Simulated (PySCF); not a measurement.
SnH2F2, optimised at PBE0/def2-TZVP:

```xyz
5

Sn    -0.0143     0.0589     0.0645
F     -0.0158     0.7176    -1.7273
F     -0.0221    -1.8365    -0.1628
H      1.4800     0.4714     0.7436
H     -1.5023     0.4829     0.7502
```

Computed with PySCF (xtb for GFN2) and rigid-rotor harmonic-oscillator thermochemistry at 1 bar. All species are closed-shell singlets. Sn: scalar-relativistic def2 core potential, no spin-orbit coupling. SnH2F2: computed as isolated molecules; such fragments, hydroxides, amides, oligomers or adducts are transient or little studied in the gas.

Task: List the harmonic frequencies (cm⁻¹, unscaled) at this level and at the other levels, each on its own geometry.

Result: 
- PBE0/def2-TZVP: 178, 460, 489, 623, 626, 658, 666, 1997, 2017
- GFN2-xTB: 125, 336, 351, 396, 436, 478, 528, 1528, 1719
- PBE/def2-SVP: 170, 446, 481, 609, 622, 632, 639, 1875, 1907
